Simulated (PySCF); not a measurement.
Compound: C₂H₁₀OSi₄ (charge -1 and doublet state).
Numbering: `[CH2-:1][CH:2][Si:3]1([OH:4])[SiH2:5][SiH2:6][SiH2:7]1` (hydrogens: H8, H9 on C1; H10 on C2; H11 on O4; H12, H13 on Si5; H14, H15 on Si6; H16, H17 on Si7)

Geometry (GFN2-xTB, Å), atoms numbered from 1 in this order:
```
atom  x, y, z in Å
C1     3.243    0.577   -0.793
C2     2.168   -0.234   -0.628
Si3    0.485    0.271    0.029
O4     0.301    1.878   -0.456
Si5   -1.041    0.498    2.051
Si6   -2.625   -0.655    0.815
Si7   -1.184   -1.026   -0.956
H8     3.146    1.653   -0.761
H9     4.243    0.209   -0.984
H10    2.377   -1.303   -0.637
H11    0.868    2.143   -1.174
H12   -0.494   -0.432    3.094
H13   -1.730    1.428    3.016
H14   -3.284   -1.874    1.347
H15   -3.838    0.133    0.476
H16   -0.840   -2.464   -1.105
H17   -1.804   -0.792   -2.288
```

The hyperfine couplings belong to this conformer and change with its torsions.

Method: PySCF, UKS B3LYP, pcH-1 on C H O Si, non-relativistic, mean-field spin-orbit, GIAO. Whether the extra electron is bound in the gas phase wasn't checked; a finite basis holds it in any case. The geometry wasn't refined by DFT: couplings that depend on bond lengths, twists or pyramidal angles can differ widely from those at the functional's own minimum, by a factor of two or more for some ions and for spin on atoms past the first row. No stability test was run, so a lower SCF solution isn't excluded.

(1) Give the principal g shifts and their parts.

(2) What effective moment and Curie constant follow for a powder?

(3) At 9.36 GHz, how far is the centre of the isotropic spectrum from where a free electron (g = 2.002319) resonates?

(4) Average each term over the three axes. Which is largest in size?

(5) In a frozen sample, at which fields do the three g values resonate at 9.5, 34, 94 and 263 GHz (hyperfine left aside), and which band first spreads them over more than twice a line width of 0.3 mT?

Results:

(1) 
```json
{"Δg (ppm)": "relativistic mass correction", "1": "-121", "2": "-121", "3": "-121"}
{"Δg (ppm)": "gauge correction", "1": "16", "2": "-3", "3": "19"}
{"Δg (ppm)": "orbital Zeeman/spin–orbit", "1": "418", "2": "1259", "3": "2666"}
{"Δg (ppm)": "total", "1": "313", "2": "1136", "3": "2564"}
```

So g = 2.00263, 2.00346, 2.00488 and g_iso = 2.00366; the tensor is rhombic: the two nearest values differ by 37 % of g3 − g1. Axes: g2 points within 5° of the Si5–Si6 bond.

(2) With the mean of g² = 4.0146 and S(S+1) = 0.75: μ_eff = √(⟨g²⟩S(S+1)) = 1.735 μB and χT = 0.12505·⟨g²⟩·S(S+1) = 0.377 cm³ K/mol (cgs; spin-Hamiltonian part alone).

(3) B = hν/(g μB) with μB/h = 13.99624 MHz/mT gives 333.99 mT for the free electron and 333.77 mT at g_iso, 0.22 mT lower.

(4) The orbital-Zeeman/spin–orbit term 1448, the mass correction -121 and the gauge correction 11 ppm, for a total of 1338 ppm. The orbital-Zeeman/spin–orbit term is the largest in size. The mass correction is the same along every axis, so the anisotropy comes from the other two: their spans along these axes are 22 (gauge) and 2248 ppm (orbital Zeeman/spin–orbit).

(5) 
| band | GHz | B(g3) mT | B(g2) mT | B(g1) mT | spread mT |
| --- | --- | --- | --- | --- | --- |
| X | 9.5 | 338.55 | 338.79 | 338.93 | 0.38 |
| Q | 34.0 | 1211.65 | 1212.52 | 1213.01 | 1.36 |
| W | 94.0 | 3349.86 | 3352.25 | 3353.63 | 3.76 |
| J | 263.0 | 9372.49 | 9379.17 | 9383.03 | 10.53 |

The spread grows in proportion to the frequency. Q band is the first where it exceeds 0.6 mT.

The largest Mulliken spin populations are on Si3 (+0.36), Si5 (+0.26), C1 (+0.24) and H13 (+0.07). Three atoms exceed +0.15.

The HOMO–LUMO gaps are 2.47 eV among the α and 4.15 eV among the β orbitals.

The SMILES draws the unpaired electron on C2; the largest computed Mulliken spin population is on Si3 (0.36 against -0.02).
